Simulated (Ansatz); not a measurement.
NbS4, relaxed as a doublet with UKS PBE0-D4/def2-SVP in Ansatz, starting from the GFN2-xTB geometry. Force threshold 0.02 eV/Å.

In the def2 sets Nb takes a core potential; there is no spin–orbit coupling. The relaxation made no stability test and no search for a lower SCF solution. No other spin state of charge 0 was run. Another isomer (doublet) lies 0.09 eV lower at PBE0-D4/def2-TZVP; other spin states weren't run for this one.

Start:

```xyz
5

Nb    0.771   -0.413   -0.020
S    -1.597    0.903    0.059
S     2.728   -0.697    1.082
S    -1.595   -1.125    0.344
S    -0.306    1.333   -1.465
```

(1) Estimate the energy that the relaxation releases and the steps that it takes.

(2) Does the start keep its bonding?

(3) Predict the relaxed structure.

## Answers

(1) 0.65 eV, in 11 steps; 33 s on 4 threads of Arm Neoverse V2 on a shared host. No frequencies were taken in this run, so the end may be a saddle point.

(2) By distances, no bond broke or formed. The bond that changes most is Nb1–S2, from 2.71 to 2.42 Å (atoms count from 1).

(3) 
```xyz
5

Nb    0.6855   -0.5370   -0.2347
S    -1.1901    0.8788    0.3313
S     2.3476   -0.4383    1.1218
S    -1.5868   -1.1975    0.3011
S    -0.2562    1.2941   -1.5194
```
Bond lengths: 3 × Nb–S 2.15 to 2.43 Å; 2 × S–S 2.11 Å.
